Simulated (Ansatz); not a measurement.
Born–Oppenheimer molecular dynamics of CH8GeO (11 atoms, charge 0, multiplicity 1). It starts at the highest image of a converged band. Of that band: The profile has 2 maxima (images 2, 4) with wells between them (image 3): this band takes more than one step, which may be the mechanism or a detour left from its start path. Neighbouring images differ by up to 1.6 eV, so the band resolves the path poorly. A vibrational analysis at the climbing image gives one clearly imaginary mode, 1170i cm⁻¹: a first-order saddle point.

Method: Ansatz 0.2.0, RKS PBE-D4/def2-SVP.

* ensemble: NVE (velocity Verlet)
* time step: 0.5 fs
* steps asked: 200
* starting velocities drawn for: 300 K
* seed: 8072

First frame:

```xyz
11
Properties=species:S:1:pos:R:3
Ge -0.531 0.834 -1.069
H 1.395 0.850 -1.105
H -0.554 0.767 -2.618
H -0.470 2.270 -0.479
H -1.893 0.220 -0.574
H 1.251 0.002 -0.451
O 0.389 -0.706 -0.063
C 0.157 -0.994 1.313
H 0.646 -1.953 1.581
H 0.545 -0.190 1.979
H -0.934 -1.100 1.487
```

**Question.** How far do the bonds stretch over the last three quarters of this one trajectory? (Pairs bonded in most of those frames.)

**Answer.** 
```csv
bond,mean (Å),spread (Å),shortest,longest
Ge1–H2,1.557,0.050,1.47,1.63
Ge1–H3,1.556,0.035,1.50,1.61
Ge1–H4,1.563,0.045,1.49,1.63
Ge1–H5,1.552,0.026,1.50,1.60
H6–O7,0.975,0.012,0.95,1.00
O7–C8,1.430,0.031,1.38,1.47
C8–H9,1.118,0.028,1.07,1.16
C8–H10,1.119,0.027,1.08,1.17
C8–H11,1.111,0.013,1.09,1.13
```

Mean temperature of the second half: 1363 K. The conserved energy stayed within 0.15 meV per atom of its start (net change 0.12 meV per atom), so the integration is sound. The system heated up, since it started high on the potential surface and ran downhill. A run of 0.1 ps of so small a system gives no equilibrium averages. The orbitals stay closed-shell, which can raise the energy where a bond breaks towards radicals; this wasn't checked here.

Time of the run: 3.4 min on 2 threads of Intel(R) Xeon(R) Platinum 8488C (Sapphire Rapids) (shared host), peak memory 0.15 GiB.
